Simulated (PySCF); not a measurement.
GeS, SMILES [Ge]=[S] (connectivity only; charge and spin as stated), neutral, multiplicity 1.

Coordinates come from a B3LYP-D3(BJ)/def2-TZVP optimisation.

Method: B3LYP-D3(BJ)/def2-TZVP (PySCF).

Frequencies are harmonic and unscaled.

Estimate the vibrational spectrum. (Estimate from the structure and the level; the computed values follow.)


| mode | ν (cm⁻¹) | IR (km/mol) | moving atoms (share of kinetic energy) |
|---|---|---|---|
| 1 | 575 | 39.3 | S 69 %, Ge 31 % |
